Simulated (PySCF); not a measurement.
Two-component Hartree-Fock for Tc³⁺ (technetium, charge +3)

Start: [Kr] 4d3 5p1; 4d5/2 filled at m_j = +1/2, +3/2, +5/2; 5p3/2 filled at m_j = +3/2. Calculated with PySCF 2.14 in x2c-TZVPall-2c with one added diffuse shell each of s, p, d type (9s10p8d1f, 86 functions): generalised Hartree-Fock with the X2C-1e Hamiltonian and a Gaussian nucleus; one run each with spin-orbit coupling (SO) switched off, then screened by Boettger's factors. This is a chosen level, not necessarily the ground level.

```csv
spinor shell,electrons,"ε, spin-free (eV)","ε, screened SO (eV)",weight of nominal j (screened SO),"rms radius, screened SO (bohr)"
1s1/2,2,-21197.9,-21196.8,1.000,0.0394
2s1/2,2,-3135.0,-3134.7,1.000,0.162
2p1/2,2,-2803.1,-2884.8,1.000,0.141
2p3/2,4,-2803.1,-2765.1,1.000,0.145
3s1/2,2,-610.91,-610.91,1.000,0.442
3p1/2,2,-499.06,-513.29,1.000,0.439
3d3/2,4,-318.01,-320.35,0.975,0.433
3d5/2,6,-318.01,-316.52,0.983,0.436
4s1/2,2,-126.10,-126.15,1.000,1.12
4p3/2,4,-91.680,-90.225,0.878,1.23
4p1/2,2,-91.680,-94.917,0.756,1.22
4d5/2,3,-48.370,-48.338,0.752,1.57
5p3/2,1,-26.554,-26.410,1.000,3.21
```

Problem. Where does 3p3/2 lie, and what is the 3p spin-orbit splitting (screened SO)?

Solution. At -492.51 eV, 20.777 eV above 3p1/2.

```csv
quantity,spin-free,screened SO
E (hartree),-4280.42453,-4280.96621
M_J,6,6
⟨J²⟩,42.006,42.006
⟨L²⟩,20.006,20.137
⟨S²⟩,6.001,5.960
```

Each row is a mean over spinors that exchange with the open shell spreads, by up to 9.137 eV (4p3/2).

Rows whose weight is well below 1 are mixtures of j = l ± 1/2: exchange outweighs spin-orbit coupling there, and the label is only the starting occupation.

Breit and QED terms are absent; they matter most for the inner s and p1/2 levels.

Densities and radii are taken from the X2C orbitals without a picture-change correction, which distorts them close to the nucleus.

Without spin-orbit coupling the j labels of p, d and f shells carry no meaning; the spin-free column gives the mean over the occupied spinors of each nl shell.
